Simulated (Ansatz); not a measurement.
C2H2F3O2, charge +1, singlet, geometry from GFN2-xTB; B3LYP/cc-pVDZ in Ansatz (a program for electronic structure).

Here is a job for Ansatz.
Ansatz 0.2 input:
```yaml
crystal:
  periodic: [false, false, false]
  atoms:
    - {symbol: O, position_ang: [1.14390829, -0.50802838, 1.52591690]}
    - {symbol: C, position_ang: [0.76135096, -0.21517267, 0.48081884]}
    - {symbol: O, position_ang: [1.77957711, 0.01054888, -0.62397227]}
    - {symbol: C, position_ang: [-0.66318449, 0.09830059, -0.09799297]}
    - {symbol: F, position_ang: [-0.92633412, 1.37710508, 0.07663488]}
    - {symbol: F, position_ang: [-0.64995166, -0.16214470, -1.41006000]}
    - {symbol: F, position_ang: [-1.55601045, -0.65024898, 0.49505731]}
    - {symbol: H, position_ang: [2.70300355, -0.26866095, -0.40063945]}
    - {symbol: H, position_ang: [1.51078029, -0.13267302, -1.56656232]}
basis:
  gaussian:
    orbitals: cc-pVDZ
hamiltonian:
  xc: b3lyp
total_charge: 1
accuracy: high
```

Q: Predict the main parts of the log of this Ansatz run.

A: 
```
Functional definition: B3LYP
2448 factors; integrals over basis functions are off by at most 1.1e-8 eV
mean field evaluation 1: about -14332.5827 eV, gradient 8.0e1 eV
mean field evaluation 2: about -14316.6258 eV, gradient 1.3e2 eV
mean field evaluation 4: about -14342.0147 eV, gradient 7.5e0 eV
mean field evaluation 8: about -14342.3745 eV, gradient 9.0e-1 eV
mean field evaluation 16: about -14342.3759 eV, gradient 8.6e-5 eV
mean field -14342.37594174 eV, -527.0725942473 hartree, gradient 1.9e-8 eV, S^2 0.000000; 0 other end points of the search recorded, 0 dependent functions left out
reference -14342.37597108 eV, -527.0725953257 hartree; 28, 28 occupied and 80, 80 virtual orbitals, 2448 factors
Total energy: -14342.37597108 eV, -527.0725953257 hartree
```
